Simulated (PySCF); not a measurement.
Species: C4H10BBr.
Bonds: C1–B2, B2–C3, B2–C4, C4–C5, C5–Br6. Hydrogens: H7, H8, H9 on C1; H10, H11, H12 on C3; H13, H14 on C4; H15, H16 on C5.

Computed, not measured: TDDFT CAM-B3LYP/def2-SVPD, vertical, gas phase, core orbitals frozen in the response (PySCF). Geometry: PBE0-D3(BJ)/def2-SVP, one conformer, isolated molecule. The CAM-B3LYP/def2-SVPD calculation is non-relativistic and has no spin–orbit coupling, an omission that weighs most on bromine. Torsions of this conformer, `[CH3:1][B:2]([CH3:3])[CH2:4][CH2:5][Br:6]`: C1–B2–C4–C5 0°, B2–C4–C5–Br6 179°.

Each state is given a Gaussian of 0.25 eV full width at half maximum, with ε(max) = 2.175×10⁸ f / Δν̃ (Δν̃ the width in cm⁻¹). The width is an assumption, not a result. The curve ends short of the highest state used, and states not computed would add to its high-energy end.

λ (nm), ε (L mol⁻¹ cm⁻¹) and a bar:
```
    165.9       5881 ##################
    167.3       8866 ###########################
    168.7       9775 ##############################
    170.1       7962 ########################
    171.5       4855 ###############
    172.9       2243 #######
    174.2        863 ###
    175.6        241 #
    177.0         53 
    178.4          9 
    179.8          1 
    181.2          0 
    182.6          0 
    184.0          0 
    185.4          0 
    186.8          0 
    188.2          1 
    189.6          4 
    190.9         10 
    192.3         22 
    193.7         42 
    195.1         72 
    196.5        113 
    197.9        159 
    199.3        198 #
    200.7        215 #
    202.1        202 #
    203.5        165 #
    204.9        116 
    206.3         71 
    207.7         38 
    209.0         19 
    210.4          8 
    211.8          3 
    213.2          1 
    214.6          0
```

(1) Where are the band maxima, and which computed states make them?

(2) On this curve, what absorbance would a 10⁻⁴ mol/L sample give at 193 nm over a 1 cm path?

(3) Coming from long wavelengths, where does ε first pass 100 L mol⁻¹ cm⁻¹?

## Answers

(1) 201 nm (6.17 eV), ε about 210, made up of S1 (14%) and S2 (79%); 168 nm (7.36 eV), ε about 9800, made up of S5 (50%) and S6 (50%) (ε in L mol⁻¹ cm⁻¹; maxima over ε = 5, shares over 10%). The states used: S1 6.15 eV (f 0.0003); S2 6.17 eV (f 0.0016); S3 6.31 eV (f 0.0003); S4 6.60 eV (f 0.0000); S5 7.33 eV (f 0.047); S6 7.39 eV (f 0.048); S7 7.47 eV (f 0.0001); S8 7.67 eV (f 0.0005); S9 7.82 eV (f 0.066); S10 8.07 eV (f 0.019).

(2) 193 nm is 6.424 eV, where ε is about 30 L mol⁻¹ cm⁻¹, so A = ε c l ≈ 0.003 (Beer–Lambert, with the gas-phase spectrum and the assumed width).

(3) At about 205 nm (6.04 eV), 0.11 eV below S1.

The vertical ionisation energy (ΔSCF) is 10.04 eV, 1.97 eV above S10.
